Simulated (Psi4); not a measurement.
## Nuclear repulsion and electron count by hand

System: C2H2F, doublet, at a GFN2-xTB geometry. Level: Psi4 1.11 with TPSS/6-31G. Sums are taken with unrounded values, so a last digit can differ.

Coordinates (Å):

```
atom         x         y         z
----  --------  --------  --------
C1     0.03831   0.37749  -0.00199
C2     1.23935  -0.08688  -0.03729
F3    -1.07332  -0.38170   0.03330
H4    -0.24782   1.43730   0.00433
H5     2.24168   0.25437  -0.06836
```

**Question.** Work out the nuclear repulsion energy and the numbers of alpha and beta electrons.

**Answer.** In atomic units each pair adds Z_i Z_j / r_ij, with r in bohr (1 bohr = 0.529177 Å).
| pair | r (Å) | r (bohr) | Z_i Z_j | term (Eh) |
|---|---|---|---|---|
| C1-C2 | 1.2882 | 2.4343 | 36 | 14.7887 |
| C1-F3 | 1.3466 | 2.5447 | 54 | 21.2206 |
| C1-H4 | 1.0978 | 2.0745 | 6 | 2.8923 |
| C1-H5 | 2.2078 | 4.1721 | 6 | 1.4381 |
| C2-F3 | 2.3325 | 4.4077 | 54 | 12.2513 |
| C2-H4 | 2.1299 | 4.0250 | 6 | 1.4907 |
| C2-H5 | 1.0593 | 2.0017 | 6 | 2.9974 |
| F3-H4 | 1.9978 | 3.7752 | 9 | 2.3840 |
| F3-H5 | 3.3770 | 6.3816 | 9 | 1.4103 |
| H4-H5 | 2.7572 | 5.2104 | 1 | 0.1919 |
The sum is 61.0652 Eh; Psi4 gives 61.0652 Eh. The atomic numbers add up to 23, so at charge +0 there are 23 electrons; multiplicity 2 means 1 unpaired, so 12 alpha and 11 beta.
